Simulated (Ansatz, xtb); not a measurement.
Ligand exchange: BrF + C2H8Si2 → SiH3F + C2H5BrSi

Species: BrF, singlet; C2H8Si2 `C=C[SiH2][SiH3]`, singlet; SiH3F `F[SiH3]`, singlet; C2H5BrSi `C=C[SiH2]Br`, singlet. The partners trade Br for SiH3: F–Br and Si–SiH3 bonds give way to F–SiH3 and Si–Br.

Shapes, held fixed at every level: PBE0-D4/def2-TZVP. Flexible molecules stand in one conformer, not always the lowest. Programs: Ansatz 0.2.0, xtb 6.7.1. The zero-point and thermal change to 298 K, harmonic and unscaled (PBE0-D4/def2-TZVP), is +4.7 kJ/mol.

```csv
level,kind,ΔH(298 K) (kJ/mol),less CCSD(T)/def2-TZVPP,CPU time (sum over the molecules)
GFN2-xTB,semi-empirical,-475.9,-14.6,0.13 s
HF/def2-TZVPP,Hartree–Fock,-504.7,-43.4,–
PBE-D4/def2-TZVPP,GGA,-414.3,+47.0,24 s
BHLYP-D4/def2-TZVPP,global hybrid,-473.7,-12.4,28 s
wB97M-V/def2-TZVPP,range-separated hybrid,-458.6,+2.7,1.7 min
wB97X-V/def2-TZVPP,range-separated hybrid,-450.0,+11.3,72 s
B2PLYP/def2-TZVPP,double hybrid,-462.3,-1.0,51 s
CCSD/def2-TZVPP,coupled cluster or CI,-468.6,-7.3,–
CCSD(T)/def2-TZVPP,coupled cluster or CI,-461.3,0.0,14 min
```

The highest level, CCSD(T)/def2-TZVPP, gives ΔH(298 K) = -461.3 kJ/mol; the levels span -504.7 to -414.3. The column of differences is taken from that level and isn't an error. No measured value is set beside it here. Relativity is left out for Br. Outer-core shells of Br are correlated, in sets that cover them unevenly. Times are processor times on shared x86 and Arm servers, and rough.
